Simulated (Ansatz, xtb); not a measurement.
## Relaxing a trial structure of C4H7AlO2

The starting geometry of this gas-phase singlet was built from a drawn formula by distance geometry and a force field; its bonds are those of `O=C[CH2][AlH][CH2]C=O`.

```yaml
atoms:
  - { symbol: C, position_ang: [1.2126, 0.2819, 1.5068] }
  - { symbol: C, position_ang: [-0.2048, 0.5090, 1.4826] }
  - { symbol: C, position_ang: [-0.8826, -2.2843, -0.4815] }
  - { symbol: C, position_ang: [0.2073, -1.6349, -1.3605] }
  - { symbol: Al, position_ang: [-1.1931, -1.1903, 1.1309] }
  - { symbol: O, position_ang: [1.7131, -0.3138, 2.4264] }
  - { symbol: O, position_ang: [-0.0074, -0.6351, -1.9294] }
  - { symbol: H, position_ang: [1.8437, 0.6153, 0.6560] }
  - { symbol: H, position_ang: [-0.5878, 0.9962, 2.4104] }
  - { symbol: H, position_ang: [-0.4483, 1.1912, 0.6305] }
  - { symbol: H, position_ang: [-2.2622, -1.7202, 2.1808] }
  - { symbol: H, position_ang: [-0.4948, -3.2908, -0.1679] }
  - { symbol: H, position_ang: [-1.7610, -2.4184, -1.0771] }
  - { symbol: H, position_ang: [1.2113, -2.0958, -1.4283] }
```

Q: Predict what it relaxes into with r2SCAN-D4/def2-SVP.

A: New bonds form, giving a structure given below by its coordinates. Contacts that close: C1–Al5 (2.85 → 2.24 Å), Al5–O6 (3.30 → 1.87 Å).

The energy falls by 1.22 eV over 22 steps:

| step | E − E(last) (eV) |
| --- | --- |
| 1 | 1.220 |
| 3 | 0.815 |
| 6 | 0.730 |
| 8 | 0.492 |
| 10 | 0.137 |
| 13 | 0.054 |
| 15 | 0.013 |
| 17 | 0.001 |
| 20 | 0.000 |
| 22 | 0.000 |

Final geometry (Å):

```xyz
14

C     0.8333    0.2948    1.1694
C    -0.4485    0.8197    1.3072
C    -0.7568   -2.1482   -0.4483
C     0.4938   -1.7816   -1.1382
Al   -0.6565   -1.3652    1.3811
O     1.1024   -0.8521    1.7317
O     0.7327   -0.6834   -1.6073
H     1.5764    0.7082    0.4659
H    -0.9354    0.7174    2.2900
H    -0.7806    1.6588    0.6928
H    -1.5520   -1.8872    2.5769
H    -0.9175   -3.2366   -0.3873
H    -1.6289   -1.6506   -0.9076
H     1.2839   -2.5840   -1.1465
```

From the same start GFN2-xTB ends elsewhere, differing in C1–Al5 (3.00 against 2.24 Å here), C2–Al5 (3.84 against 2.20 Å here), C3–Al5 (3.84 against 1.99 Å here), Al5–O7 (1.65 against 3.37 Å here).

The end wasn't checked by frequencies. Run with Ansatz 0.2.0, 62 s on 2 threads of Intel(R) Xeon(R) 6975P-C (Granite Rapids), on a shared host.
